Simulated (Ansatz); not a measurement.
A single point on C6H14F2Si (`CC(C)[Si](F)(F)C(C)C`).

```yaml
crystal:
  periodic: [false, false, false]
  atoms:
    - {symbol: C, position_ang: [-0.793769, -1.362835, 1.666060]}
    - {symbol: C, position_ang: [-1.060043, 0.063417, 1.183552]}
    - {symbol: C, position_ang: [-1.419812, 0.989632, 2.345712]}
    - {symbol: Si, position_ang: [0.377909, 0.730517, 0.206317]}
    - {symbol: F, position_ang: [1.620393, 0.925554, 1.194986]}
    - {symbol: F, position_ang: [0.003892, 2.197140, -0.311740]}
    - {symbol: C, position_ang: [0.934054, -0.289867, -1.248764]}
    - {symbol: C, position_ang: [-0.220989, -0.565468, -2.211985]}
    - {symbol: C, position_ang: [2.117031, 0.362209, -1.965206]}
    - {symbol: H, position_ang: [0.067026, -1.397336, 2.340001]}
    - {symbol: H, position_ang: [-1.655360, -1.750501, 2.217861]}
    - {symbol: H, position_ang: [-0.596108, -2.051071, 0.839926]}
    - {symbol: H, position_ang: [-1.909472, 0.040460, 0.487202]}
    - {symbol: H, position_ang: [-0.597236, 1.057990, 3.062712]}
    - {symbol: H, position_ang: [-1.648908, 2.001782, 2.005287]}
    - {symbol: H, position_ang: [-2.294293, 0.610324, 2.883179]}
    - {symbol: H, position_ang: [1.271874, -1.247768, -0.830121]}
    - {symbol: H, position_ang: [0.114397, -1.184978, -3.049148]}
    - {symbol: H, position_ang: [-1.050146, -1.088369, -1.727945]}
    - {symbol: H, position_ang: [-0.615025, 0.364319, -2.632216]}
    - {symbol: H, position_ang: [2.961064, 0.527875, -1.292161]}
    - {symbol: H, position_ang: [1.834716, 1.329663, -2.389140]}
    - {symbol: H, position_ang: [2.463504, -0.269589, -2.788768]}
basis:
  gaussian: {orbitals: def2-TZVPP}
hamiltonian: {xc: pbe}
correlation: {method: rpa}
```

```sh
$ ansatz run in.yaml --threads 4 --pin off --events-out ev --progress --plain --max-ram 66560MiB --backend cuda --devices 0, --max-vram 37GiB
```

Shortened log:

```
Functional definition: PBE
2851 factors; integrals over basis functions are off by at most 8.8e-4 eV
mean field evaluation 1: about -19722.3957 eV, gradient 1.2e2 eV
mean field evaluation 2: about -19722.3820 eV, gradient 1.2e2 eV
mean field evaluation 4: about -19752.6077 eV, gradient 1.5e1 eV
mean field evaluation 8: about -19753.1657 eV, gradient 1.0e0 eV
mean field evaluation 16: about -19753.1681 eV, gradient 3.5e-4 eV
mean field -19753.16806134 eV, -725.9155370760 hartree, gradient 1.8e-6 eV, S^2 0.000000; 0 other end points of the search recorded, 0 dependent functions left out
13 core orbitals not correlated: weight in the atoms' cores, before any rotation towards them, 1.000 or more for the frozen orbitals, at most 0.000 for the correlated occupied ones
reference -19685.58481144 eV, -723.4318984517 hartree; 28, 28 occupied and 445, 445 virtual orbitals, 2851 factors
Total energy: -19759.72277071 eV, -726.1564182026 hartree
```

Hardware: 4 threads of an AMD EPYC 7R13 on a shared host and a share of an NVIDIA H100 80 GB. Wall time 4.7 s, peak host memory 2.6 GiB.
